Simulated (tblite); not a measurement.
AlF$_{2}$, doublet, at a GFN2-xTB geometry (such geometries of metal compounds can be far from the true shape) (the spin is typed, not shown lowest); tblite 0.6.0 with GFN1-xTB.

tblite was given this input:
```
$ tblite run mol.xyz --method gfn1 --charge 0 --spin 1 --etemp 2000 --json tblite.json --no-restart

# file mol.xyz
3

Al     0.30691416     0.12978758     0.10495073
F     -0.37803201     1.08352591    -1.07437289
F     -0.06528844    -1.27099685     0.92277739
```

Problem. Predict the main parts of the log of this tblite run.

Solution. 
```
xTB calculator
 | screened Coulomb repulsion
 | Coulomb electrostatics
 |  * isotropic Klopman-Ohno-Mataga-Nishimoto electrostatics
 |  * onsite third-order electrostatics
 | DFT-D3(BJ) dispersion correction

halogen bonding energy    0.0000000000000E+00 Eh
repulsion energy          1.4425788481385E-02 Eh
dispersion energy        -3.2650723783019E-04 Eh
number of electrons       1.7000000000000E+01 e
integral cutoff           4.0000000000000E+01 bohr

------------------------------------------------------------
  cycle        total energy    energy error   density error
------------------------------------------------------------
      1     -11.52376097057  -1.1537860E+01   6.1162593E-01
      2     -11.66046803311  -1.3670706E-01   2.3166129E-01
      3     -11.66167564505  -1.2076119E-03   7.7891671E-02
      4     -11.65574323091   5.9324141E-03   1.0119309E-01
      5     -11.66483549355  -9.0922626E-03   2.9754969E-03
      6     -11.66484140300  -5.9094472E-06   1.5158764E-03
      7     -11.66484346042  -2.0574186E-06   3.0835301E-06
      8     -11.66484346013   2.9337244E-10   1.7963871E-05
------------------------------------------------------------

electronic energy        -1.1678942741371E+01 Eh
total energy             -1.1664843460127E+01 Eh

Post processing:
 | Mayer-Wiberg bond orders

[Info] JSON dump of results written to 'tblite.json'
```
